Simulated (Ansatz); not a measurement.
Computed with Ansatz on PBE0-D4/def2-TZVP structures; ΔE is electronic, products minus reactants. CCSD(T)/CBS adds triple-zeta CCSD(T) − MP2 to the extrapolated MP2 energy (def2 sets, frozen cores). This one scheme is used for every species. Functionals use def2-TZVPP. B3LYP here is the variant with VWN-RPA as its local correlation; programs differ in this. Each species was taken in one conformer, which may not be the lowest.

Consider the hydrogenolysis of the Si–O bond: `O[SiH2]N[SiH](F)F` + H₂ → `F[SiH](F)N[SiH3]` + H₂O.

```json
{"level": "PBE-D4", "ΔE (kJ/mol)": "84.5", "difference from CCSD(T)/CBS": "-3.4"}
{"level": "r2SCAN-D4", "ΔE (kJ/mol)": "94.2", "difference from CCSD(T)/CBS": "6.3"}
{"level": "PBE0-D4", "ΔE (kJ/mol)": "83.3", "difference from CCSD(T)/CBS": "-4.6"}
{"level": "B3LYP-D4", "ΔE (kJ/mol)": "89.9", "difference from CCSD(T)/CBS": "2.0"}
{"level": "ωB97X-V", "ΔE (kJ/mol)": "88.1", "difference from CCSD(T)/CBS": "0.2"}
{"level": "ωB97M-V", "ΔE (kJ/mol)": "90.7", "difference from CCSD(T)/CBS": "2.8"}
{"level": "B2PLYP", "ΔE (kJ/mol)": "89.5", "difference from CCSD(T)/CBS": "1.6"}
{"level": "PBE", "ΔE (kJ/mol)": "81.5", "difference from CCSD(T)/CBS": "-6.4"}
{"level": "r2SCAN", "ΔE (kJ/mol)": "93.4", "difference from CCSD(T)/CBS": "5.5"}
{"level": "PBE0", "ΔE (kJ/mol)": "80.6", "difference from CCSD(T)/CBS": "-7.3"}
{"level": "B3LYP", "ΔE (kJ/mol)": "85.1", "difference from CCSD(T)/CBS": "-2.8"}
{"level": "HF/def2-TZVPP", "ΔE (kJ/mol)": "81.8", "difference from CCSD(T)/CBS": "-6.1"}
{"level": "MP2/def2-TZVPP", "ΔE (kJ/mol)": "93.9", "difference from CCSD(T)/CBS": "6.0"}
{"level": "SCS-MP2/def2-TZVPP", "ΔE (kJ/mol)": "90.7", "difference from CCSD(T)/CBS": "2.8"}
{"level": "CCSD/def2-TZVPP", "ΔE (kJ/mol)": "85.1", "difference from CCSD(T)/CBS": "-2.8"}
{"level": "CCSD(T)/def2-TZVPP", "ΔE (kJ/mol)": "87.6", "difference from CCSD(T)/CBS": "-0.3"}
{"level": "HF/def2-QZVPP", "ΔE (kJ/mol)": "82.2", "difference from CCSD(T)/CBS": "-5.7"}
{"level": "MP2/def2-QZVPP", "ΔE (kJ/mol)": "94.2", "difference from CCSD(T)/CBS": "6.3"}
{"level": "SCS-MP2/def2-QZVPP", "ΔE (kJ/mol)": "91.0", "difference from CCSD(T)/CBS": "3.1"}
{"level": "HF/CBS(def2)", "ΔE (kJ/mol)": "82.3", "difference from CCSD(T)/CBS": "-5.6"}
{"level": "MP2/CBS(def2)", "ΔE (kJ/mol)": "94.1", "difference from CCSD(T)/CBS": "6.2"}
{"level": "CCSD/CBS(def2)", "ΔE (kJ/mol)": "85.3", "difference from CCSD(T)/CBS": "-2.6"}
{"level": "CCSD(T)/CBS", "ΔE (kJ/mol)": "87.9", "difference from CCSD(T)/CBS": "0"}
```

Largest T1 diagnostic among the species: 0.012.

The D4 term adds +4.8 kJ/mol with B3LYP and +2.6 kJ/mol with PBE0; it sums over pairs of atoms, weighted by their polarisabilities, and B3LYP, whose exchange is more repulsive, gets the larger term. In def2-TZVPP, CCSD(T) changes the Hartree–Fock value by +5.9 kJ/mol (the triples alone add +2.5 kJ/mol) and MP2 by +12.1 kJ/mol.

CCSD(T)/CBS has its own doubt, a few kJ/mol and more with outer-core shells, so smaller differences from it don't rank the levels.
